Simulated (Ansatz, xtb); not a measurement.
**Ligand exchange: KBr + NaNH2 → KNH2 + NaBr**

Species: KBr, singlet; NaNH2 `[NH2][Na]`, singlet; KNH2 `[NH2][K]`, singlet; NaBr, singlet. The partners trade Br for NH2: K–Br and Na–NH2 bonds give way to K–NH2 and Na–Br.

Shapes, held fixed at every level: PBE0-D4/def2-TZVP. Programs: Ansatz 0.2.0, xtb 6.7.1. The zero-point and thermal change to 298 K, harmonic and unscaled (PBE0-D4/def2-TZVP), is -0.6 kJ/mol.

```json
{"level": "GFN0-xTB", "kind": "semi-empirical", "ΔH(298 K) (kJ/mol)": "+14.0", "less CCSD(T)/def2-TZVPP": "-4.0"}
{"level": "HF/def2-SVP", "kind": "Hartree–Fock", "ΔH(298 K) (kJ/mol)": "+23.2", "less CCSD(T)/def2-TZVPP": "+5.2"}
{"level": "PBE-D4/def2-TZVPP", "kind": "GGA", "ΔH(298 K) (kJ/mol)": "+15.7", "less CCSD(T)/def2-TZVPP": "-2.3"}
{"level": "r2SCAN-D4/def2-TZVPP", "kind": "meta-GGA", "ΔH(298 K) (kJ/mol)": "+16.0", "less CCSD(T)/def2-TZVPP": "-2.0"}
{"level": "wB97X-V/def2-TZVPP", "kind": "range-separated hybrid", "ΔH(298 K) (kJ/mol)": "+17.3", "less CCSD(T)/def2-TZVPP": "-0.7"}
{"level": "B2PLYP/def2-TZVPP", "kind": "double hybrid", "ΔH(298 K) (kJ/mol)": "+17.7", "less CCSD(T)/def2-TZVPP": "-0.3"}
{"level": "CCSD/def2-SVP", "kind": "coupled cluster or CI", "ΔH(298 K) (kJ/mol)": "+21.4", "less CCSD(T)/def2-TZVPP": "+3.4"}
{"level": "CCSD/def2-TZVPP", "kind": "coupled cluster or CI", "ΔH(298 K) (kJ/mol)": "+18.4", "less CCSD(T)/def2-TZVPP": "+0.4"}
{"level": "CCSD(T)/def2-TZVPP", "kind": "coupled cluster or CI", "ΔH(298 K) (kJ/mol)": "+18.0", "less CCSD(T)/def2-TZVPP": "0.0"}
```

The highest level, CCSD(T)/def2-TZVPP, gives ΔH(298 K) = +18.0 kJ/mol; the levels span +14.0 to +23.2. The column of differences is taken from that level and isn't an error. No measured value is set beside it here. Relativity is left out for Br unless named. Correlated rows may include outer-core shells of Br, K, Na, which these sets cover unevenly.
